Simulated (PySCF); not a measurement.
# How methods differ on the excitation energy of Pb

Pb [Xe] 4f14 5d10 6s2 6p2 (3P) → Pb [Xe] 4f14 5d10 6s1 6p3 (5S), as a difference of total energies. Computed with PySCF 2.14 in aug-cc-pVTZ-PP with ECP60MDF, with a scalar-relativistic core potential. Correlated levels: valence: 5s2 5p6 5d10 frozen. The calculations carry no spin-orbit coupling.

```
           method  excitation energy (eV)
              UHF                   4.694
              LDA                   7.242
              PBE                   6.958
             PBE0                   6.541
           r2SCAN                   6.420
            wB97X                   7.218
            B97-3                   6.912
           M06-2X                   6.078
             BLYP                   7.302
    MP2 (valence)                   5.319
SCS-MP2 (valence)                   5.605
```

Problem. How much does correlation contribute at MP2 (valence)?

Solution. 5.319 − (4.694) = 0.625 eV, measured against UHF.

Spin-orbit coupling is strong in these open shells (close to jj coupling). The scalar numbers leave it out and a first-order estimate fails, so it can dominate the gap to the real levels.
